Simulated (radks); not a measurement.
Values are calculated unless marked as measured or tabulated.
Spherical quantum dot in the effective-mass picture: electrons in a hard-walled sphere of radius 2.28, with a point charge +1 (a donor) at the centre, all in effective atomic units (hartree* = m*/eps^2 hartree, bohr* = eps/m* bohr), one dielectric constant everywhere. Level of theory: non-relativistic Kohn-Sham, exchange-only LDA, spin-polarised, spherical densities (a radial shooting solver with Libxc functionals). Levels are named by radial order and angular momentum (1s, 1p, 1d, 2s, ...), and open shells are averaged over m. Results are scaled to m* = 0.062 and eps = 10, for which hartree* = 16.87 meV and bohr* = 8.535 nm.

N = 18, configuration 1s2 1p6 1d10. This is the lowest configuration that the search found. Occupied and some empty levels:

level,occupation,eigenvalue (meV),<r> (nm)
1s,2,181.17,11.08
1p,6,193.88,12.66
1d,10,211.17,13.42
2s,0,222.14,8.679
1f,0,233.34,13.96
2p,0,259.77,10.06

Energy (meV): total 2054.84, kinetic 808.95, external -217.12, Hartree 1642.2, exchange-correlation -179.23.
